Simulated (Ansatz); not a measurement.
This triplet is an excited state, 0.50 eV above the relaxed singlet at the level frozen-core CCSD(T)/cc-pVTZ // PBE0-D3(BJ)/def2-TZVP (Ansatz, an electronic-structure program).

Species: CH₄SSi, SMILES `[SiH3][C]S` (excited triplet; Si–C–S–H torsion 103°) (charge 0, multiplicity 3).

Give a relaxed geometry from PBE0-D3(BJ)/def2-TZVP run with Ansatz.

One answer among several that fit: the end point of this relaxation, one of several conformers (outside a Z-matrix the atoms follow the SMILES, hydrogens last).
Bond lengths (Å): Si1–C2 1.821, Si1–H4 1.490, Si1–H5 1.484, Si1–H6 1.490, C2–S3 1.671, S3–H7 1.354. Angles (°): C2–Si1–H4 110.6, C2–Si1–H5 109.2, C2–Si1–H6 110.4, H4–Si1–H5 108.8, H4–Si1–H6 108.7, H5–Si1–H6 109.1, Si1–C2–S3 144.6, C2–S3–H7 99.5.
